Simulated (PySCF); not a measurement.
CH7NSSi.
Geometry (PBE0-D3(BJ)/def2-SVP, Å), atoms numbered from 1 in this order:
```
atom  x, y, z in Å
C1    -2.1412   -0.2059   -0.0262
S2    -0.7713    0.7184    0.7392
Si3    0.9019   -0.2426   -0.2165
N4     2.3545    0.6658   -0.0518
H5    -2.0427   -0.2348   -1.1216
H6    -2.2054   -1.2317    0.3640
H7    -3.0689    0.3242    0.2280
H8     1.1712   -1.5871    0.3770
H9     0.5296   -0.3976   -1.6574
H10    2.9084    0.5603    0.7904
H11    2.4017    1.6170   -0.4001
```

Method: PBE0-D3(BJ)/def2-SVP geometry optimisation, gas phase (PySCF).

Take the most abundant isotopes and a rigid rotor. The values belong to one conformer with, in the numbering `[CH3:1][S:2][SiH2:3][NH2:4]`, C1–S2–Si3–N4 164°, S2–Si3–N4–H 84° and -58°.

(1) Give the principal moments of inertia and the rotational constants in MHz.

(2) What kind of rotor is it?

(3) What does the inertial defect say?

(4) Give the other two planar moments, Paa and Pbb, and the rms extents of the mass along the axes.

(5) Where do the levels up to J = 4 lie, in MHz?

(6) Predict some low-J microwave lines.

(7) Estimate the classical rotational partition function at 10 K, 200 K and 500 K.

Results:

(1) Ia = 45.24, Ib = 218.73, Ic = 249.86 u·Å²; 505379 MHz·u·Å²/I gives A = 11172, B = 2311, C = 2023 MHz.

(2) A near-prolate asymmetric top: κ = (2 × 2311 − 11172 − 2023)/(11172 − 2023) = -0.94.

(3) Not planar: Δ = Ic − Ia − Ib = -14.11 u·Å². For a rigid frame Δ = −2 Σ m c², so Σ m c² = 7.05 u·Å² lies off the ab plane: 6.10 from hydrogen and 0.95 from heavier atoms. The atom farthest from that plane is 1.40 Å away.

(4) Paa = Σ m a² = (Ib + Ic − Ia)/2 = 211.67 and Pbb = Σ m b² = (Ia + Ic − Ib)/2 = 38.18 u·Å². With the mass M = 93.01 u, the rms extents √(P/M) along a, b and c are 1.51, 0.64, 0.28 Å.

(5) Above 0(0,0):
J = 1: 1(0,1) 4333, 1(1,1) 13194, 1(1,0) 13482
J = 2: 2(0,2) 12993, 2(1,2) 21573, 2(1,1) 22437, 2(2,1) 49020, 2(2,0) 49027
J = 3: 3(0,3) 25965, 3(1,3) 34137, 3(1,2) 35864, 3(2,2) 62020, 3(2,1) 62054, 3(3,1) 107049, 3(3,0) 107050
J = 4: 4(0,4) 43229, 4(1,4) 50880, 4(1,3) 53758, 4(2,3) 79347, 4(2,2) 79451, 4(3,2) 124396, 4(3,1) 124397, 4(4,1) 187419, 4(4,0) 187419
The levels of one J sum to (2J + 1)J(J + 1)(A + B + C)/3.

(6) The dipole components are |μa| = 0.35 D, |μb| = 0.09 D, |μc| = 0.20 D. The squared components, which scale the intensities, stand as 1.00 : 0.07 : 0.32 (a : b : c). Some lines, for components of 0.1 D or more:

```csv
type,branch,"J(Ka,Kc)",MHz,lower level (cm⁻¹)
a,Q,"2(1,1) ← 2(1,2)",864,0.720
c,Q,"3(1,3) ← 3(0,3)",8172,0.866
a,R,"2(1,2) ← 1(1,1)",8379,0.440
a,R,"2(0,2) ← 1(0,1)",8660,0.145
c,Q,"1(1,1) ← 1(0,1)",8861,0.145
a,R,"2(1,1) ← 1(1,0)",8954,0.450
a,R,"3(1,3) ← 2(1,2)",12564,0.720
a,R,"3(2,1) ← 2(2,0)",13027,1.635
a,R,"3(1,2) ← 2(1,1)",13427,0.748
c,R,"2(1,1) ← 1(0,1)",18103,0.145
c,R,"3(1,2) ← 2(0,2)",22871,0.433
c,Q,"3(2,2) ← 3(1,2)",26156,1.196
c,Q,"2(2,1) ← 2(1,1)",26583,0.748
c,R,"2(2,0) ← 1(1,0)",35545,0.450
c,R,"2(2,1) ← 1(1,1)",35826,0.440
c,R,"3(2,1) ← 2(1,1)",39618,0.748
c,R,"3(2,2) ← 2(1,2)",40447,0.720
c,Q,"3(3,1) ← 3(2,1)",44995,2.070
c,R,"3(3,0) ← 2(2,0)",58023,1.635
```

(7) Point group C1, symmetry number σ = 1; q = (√π/σ)·√((kT/h)³/(ABC)), k/h = 20836.6 MHz/K: 738 at 10 K, 66000 at 200 K, 261000 at 500 K.

No PBE0-D3(BJ)/def2-SVP frequencies stand behind this structure, so it isn't proved a minimum. Zero-point vibration and centrifugal distortion are left out. A rigid rotor knows nothing of inversion at nitrogen or internal rotation, which can split or shift real lines. Quadrupole hyperfine structure (14N) is left out.
